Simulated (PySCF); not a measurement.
Computed shifts of a molecule C4H13NSi, PBE/pcSseg-1 (PySCF), GIAO, gas phase, atoms alike by connectivity averaged where their shifts nearly agree, in ppm (number of nuclei): ¹³C: 57.7 (1), 31.6 (1), 23.8 (1), 22.2 (1). ¹⁵N: 39.4 (1). ²⁹Si: -46.7 (1). ¹H: 5.13 (3), 3.53 (1), 2.79 (3), 1.43 (6). References: ¹³C against TMS (σ = 182.0 ppm); ¹⁵N against NH3 (σ = 267.0 ppm); ²⁹Si against TMS (σ = 335.4 ppm); ¹H against TMS (σ = 31.49 ppm), references at their B3LYP-D3(BJ)/def2-TZVP geometries, non-relativistic. Geometry optimised at B3LYP-D3(BJ)/def2-SVP. One conformer was computed; it need not be the lowest.

### Question
Identify the compound among the candidates.
A) CC(C)N(C)[SiH3]
B) CC[SiH2][C@H](C)N
C) C[SiH2]CCCN
D) CC[SiH2]N(C)C

### Answer
A, CC(C)N(C)[SiH3]
